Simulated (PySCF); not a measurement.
Compound: C₆H₉O (doublet state).
Atom-mapped SMILES: `[CH2:1]=[C:2][C:3](=[O:4])[CH:5]([CH3:6])[CH3:7]` (hydrogens: H8, H9 on C1; H10 on C5; H11, H12, H13 on C6; H14, H15, H16 on C7)

Cartesian coordinates in Å at the GFN2-xTB level; atoms count from 1:
```
atom  x, y, z in Å
C1     2.7859   -0.5430   -0.9773
C2     1.7114    0.0915   -0.6785
C3     0.6453    0.7681   -0.0980
O4     0.5798    1.9935   -0.0133
C5    -0.4780   -0.1563    0.3929
C6    -1.2402    0.5121    1.5298
C7    -1.3917   -0.4351   -0.8033
H8     3.0245   -0.8315   -1.9930
H9     3.5320   -0.8288   -0.2432
H10   -0.0406   -1.1001    0.7361
H11   -1.5915    1.4899    1.2100
H12   -0.5929    0.6496    2.3933
H13   -2.0945   -0.0938    1.8228
H14   -0.8345   -0.8990   -1.6151
H15   -2.1984   -1.1033   -0.5093
H16   -1.8240    0.4952   -1.1652
```

The hyperfine couplings belong to this conformer and change with its torsions.

Level of theory: UKS B3LYP, pcH-1 on C H O, non-relativistic, mean-field spin-orbit, GIAO in PySCF. The structure is a single GFN2-xTB conformer in the gas phase; no vibrational or solvent corrections. The geometry wasn't refined by DFT: couplings that depend on bond lengths, twists or pyramidal angles can differ widely from those at the functional's own minimum. The SCF solution wasn't tested for stability.

Task: What is the g tensor, term by term?

Result: 
```json
{"Δg (ppt)": "relativistic mass correction", "1": "-0.20", "2": "-0.20", "3": "-0.20"}
{"Δg (ppt)": "gauge correction", "1": "-0.01", "2": "0.04", "3": "0.04"}
{"Δg (ppt)": "orbital Zeeman/spin–orbit", "1": "-0.11", "2": "2.11", "3": "5.63"}
{"Δg (ppt)": "total", "1": "-0.31", "2": "1.95", "3": "5.47"}
```

So g = 2.00201, 2.00427, 2.00779 and g_iso = 2.00469; the tensor is rhombic: the two nearest values differ by 39 % of g3 − g1. Axes: g1 points within 14° of the C1–H9 bond and g3 points within 5° of the C3–O4 bond.

Task: What effective moment and Curie constant follow for a powder?

Result: With the mean of g² = 4.0188 and S(S+1) = 0.75: μ_eff = √(⟨g²⟩S(S+1)) = 1.736 μB and χT = 0.12505·⟨g²⟩·S(S+1) = 0.377 cm³ K/mol (cgs; spin-Hamiltonian part alone).

Task: At 9.777 GHz, how far is the centre of the isotropic spectrum from where a free electron (g = 2.002319) resonates?

Result: B = hν/(g μB) with μB/h = 13.99624 MHz/mT gives 348.87 mT for the free electron and 348.46 mT at g_iso, 0.41 mT lower.

Task: What are the electron Larmor frequencies g μB B/h along the three axes at 340 mT?

Result: 9.5270, 9.5378, 9.5545 GHz for g1, g2 and g3, a range of 27.5 MHz.

Task: In a frozen sample, at which fields do the three g values resonate at 9.5, 34, 94 and 263 GHz (hyperfine left aside), and which band first spreads them over more than twice a line width of 0.5 mT?

Result: 
| band | GHz | B(g3) mT | B(g2) mT | B(g1) mT | spread mT |
| --- | --- | --- | --- | --- | --- |
| X | 9.5 | 338.06 | 338.65 | 339.04 | 0.98 |
| Q | 34.0 | 1209.90 | 1212.02 | 1213.39 | 3.50 |
| W | 94.0 | 3345.01 | 3350.89 | 3354.67 | 9.67 |
| J | 263.0 | 9358.90 | 9375.37 | 9385.95 | 27.05 |

The spread grows in proportion to the frequency. Q band is the first where it exceeds 1.0 mT.

Largest spin populations (Mulliken): C2 (+0.78), O4 (+0.33), C1 (-0.14) and C3 (-0.10). The positive populations add up to 1.24 and the negative ones to -0.24, together 2S = 1.

The HOMO–LUMO gaps are 6.30 eV among the α and 3.60 eV among the β orbitals.

The run took 52 s of wall time (with the writing of density and orbital grids) on one thread of an Arm Neoverse V2, shared host, and the process peaked at 0.97 GiB of memory.
